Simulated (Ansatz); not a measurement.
Ansatz (a program for electronic structure) input (CCSD(T)/aug-cc-pV(D+d)Z):
A basis named .json is the Basis Set Exchange file of that set.

Ansatz 0.2 input:
```yaml
crystal:
  periodic: [false, false, false]
  atoms:
    - {symbol: Si, position_ang: [-0.71307527, -0.80913420, -0.80116529]}
    - {symbol: N, position_ang: [0.06268171, 0.28827822, 0.27447328]}
    - {symbol: C, position_ang: [0.69077450, 1.50019282, -0.21751711]}
    - {symbol: H, position_ang: [0.21629907, 1.82615025, -1.14399993]}
    - {symbol: H, position_ang: [0.58480838, 2.30835431, 0.51483902]}
    - {symbol: H, position_ang: [1.76489855, 1.37003377, -0.41386354]}
    - {symbol: C, position_ang: [0.58950760, -0.16044793, 1.54977381]}
    - {symbol: H, position_ang: [0.48226780, 0.62682696, 2.30435792]}
    - {symbol: H, position_ang: [0.04178494, -1.03564639, 1.90158786]}
    - {symbol: H, position_ang: [1.65539365, -0.42569923, 1.49719555]}
    - {symbol: H, position_ang: [0.20512855, -1.69242043, -1.57853446]}
    - {symbol: H, position_ang: [-1.49297882, -0.01645721, -1.78040128]}
    - {symbol: H, position_ang: [-1.59501299, -1.68968009, 0.00027982]}
basis:
  gaussian:
    orbitals: aug-cc-pV_D+d_Z.json
magnetization: {spin_polarized: false}
correlation: {method: ccsd_t, electrons: outside_noble_gas}
output: {forces: true}
```

End of the output:

```
Total energy: -11566.23702789 eV, -425.0513708979 hartree
Atom 0 at    -0.713075    -0.809134    -0.801165 Å, force    -0.194490    -0.354122    -0.343897 eV/Å
Atom 1 at     0.062682     0.288278     0.274473 Å, force    -0.253714     0.175844     0.150694 eV/Å
Atom 2 at     0.690774     1.500193    -0.217517 Å, force     0.093617    -0.009850     0.028856 eV/Å
Atom 3 at     0.216299     1.826150    -1.144000 Å, force    -0.218037     0.143379    -0.417021 eV/Å
Atom 4 at     0.584808     2.308354     0.514839 Å, force    -0.046854     0.328788     0.311025 eV/Å
Atom 5 at     1.764899     1.370034    -0.413864 Å, force     0.441576    -0.056367    -0.077395 eV/Å
Atom 6 at     0.589508    -0.160448     1.549774 Å, force     0.095607     0.022777    -0.005866 eV/Å
Atom 7 at     0.482268     0.626827     2.304358 Å, force    -0.046565     0.333533     0.305974 eV/Å
Atom 8 at     0.041785    -1.035646     1.901588 Å, force    -0.250801    -0.393895     0.154758 eV/Å
Atom 9 at     1.655394    -0.425699     1.497196 Å, force     0.438555    -0.105916    -0.024663 eV/Å
Atom 10 at     0.205129    -1.692420    -1.578534 Å, force     0.079122    -0.089940    -0.079979 eV/Å
Atom 11 at    -1.492979    -0.016457    -1.780401 Å, force    -0.063947     0.085882    -0.089571 eV/Å
Atom 12 at    -1.595013    -1.689680     0.000280 Å, force    -0.074070    -0.080113     0.087084 eV/Å
Dipole moment:     0.143523     0.113698     0.115061 e Å
```
